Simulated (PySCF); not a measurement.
Br3Sc. Atoms are numbered in the order given.

```xyz
4

Sc     0.0000     0.0000     0.0000
Br    -2.4252     0.0000     0.0000
Br     1.2126     2.1003     0.0000
Br     1.2126    -2.1003     0.0000
```

The structure is a stationary point at B3LYP-D3(BJ)/def2-SVP.

The numbers are results of ωB97X/def2-TZVP in PySCF, not measurements.

- total energy = -8483.50383 hartree
- point group = D3h
- highest occupied level = -10.83 eV
- lowest empty level = -1.33 eV
- orbital gap = 9.50 eV
- dipole moment = 0.00 D
- quadrupole, principal values (traceless, Buckingham form, about the centre of nuclear charge) = -5.55, -5.55, 11.09 D·Å
- mean static polarisability = 92.7 bohr³ (13.74 Å³)
- polarisability, principal values = 63.8, 107.2, 107.2 bohr³
